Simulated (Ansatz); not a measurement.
Reactions of CH₃BF₂O (`OB(F)CF`).

Program: Ansatz. Geometries: PBE0-D4/def2-TZVP. ΔE: electronic, gas phase. CCSD(T)/CBS is the MP2 limit (def2-TZVPP, def2-QZVPP) plus CCSD(T) − MP2 in def2-TZVPP, frozen cores. This one scheme is used for every species, atoms too. No spin–orbit coupling; open shells (•) take unrestricted orbitals. Spin–orbit coupling would lower the free atoms: a little for B, C, F, O. Bonds to Ge are less sure, by a few kJ/mol each and by 10 to 20 or more in all where they break to atoms, as the def2 sets lack core-valence functions. Scalar relativity is left out up to krypton. Each species was taken in one conformer, which may not be the lowest.

(1) Order these by ΔE at CCSD(T)/CBS, lowest first. (An estimate is asked.)
A. `OB(F)CF` → B• + C• + 2 F• + 3 H• + O•
B. `OB(F)CF` + H₂ → `FBCF` + H₂O
C. `OB(F)CF` + BH₃ → `BCB(O)F` + H–F
D. `OB(F)CF` → `[CH]F` + `OBF`
E. `OB(F)CF` + GeH₄ → `O[B](F)[GeH3]` + fluoromethane
F. `OB(F)CF` + `[NH2][AlH2]` → `OB(F)[NH][AlH2]` + fluoromethane
G. `OB(F)CF` + SiH₄ → `OB([SiH3])CF` + H–F
H. `OB(F)CF` + `N=C=O` → `O=C=NCF` + `OBF`

Largest T1 diagnostic: 0.018, for `N=C=O`.

## Answers

(1) C (-121.6 kJ/mol), F (-93.9 kJ/mol), E (+15.3 kJ/mol), H (+52.2 kJ/mol), B (+133.4 kJ/mol), G (+172.8 kJ/mol), D (+400.5 kJ/mol), A (+3377.8 kJ/mol).
